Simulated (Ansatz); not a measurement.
Calculated with Ansatz (gas phase, PBE0-D4/def2-TZVP geometries, no zero-point term in ΔE). CBS: MP2 limit from def2 TZ/QZ plus the TZ coupled-cluster correction, frozen cores. This one scheme is used for every species. DFT in def2-TZVPP. For Sc outer-core shells are correlated without core-valence functions, which leaves a few kJ/mol of doubt a bond. Scalar relativity is left out up to krypton. Each species was taken in one conformer, which may not be the lowest.

Consider the ligand exchange at the Sc–C bond: `[CH3][Sc]([OH])[OH]` + H–F → `[OH][Sc]([OH])[F]` + CH₄.

```tsv
level	ΔE (eV)
ωB97X-V	-2.70
CCSD(T)/def2-TZVPP	-2.59
```

(1) What does CCSD(T)/CBS give? (An estimate is asked.)

Largest T1 diagnostic among the species: 0.016.

Results:

(1) Computed: -2.52 eV. The listed levels differ from it by -0.18, -0.07 eV.

From r2SCAN to r2SCAN0 (25 % exact exchange), in def2-TZVPP and without D4, ΔE moves by +0.06 eV. In def2-TZVPP, CCSD(T) changes the Hartree–Fock value by +0.17 eV (the triples alone add +0.01 eV) and MP2 by +0.15 eV. At CCSD(T), def2-SVP lies −0.34 eV from the extrapolated value and def2-TZVPP −0.07 eV.
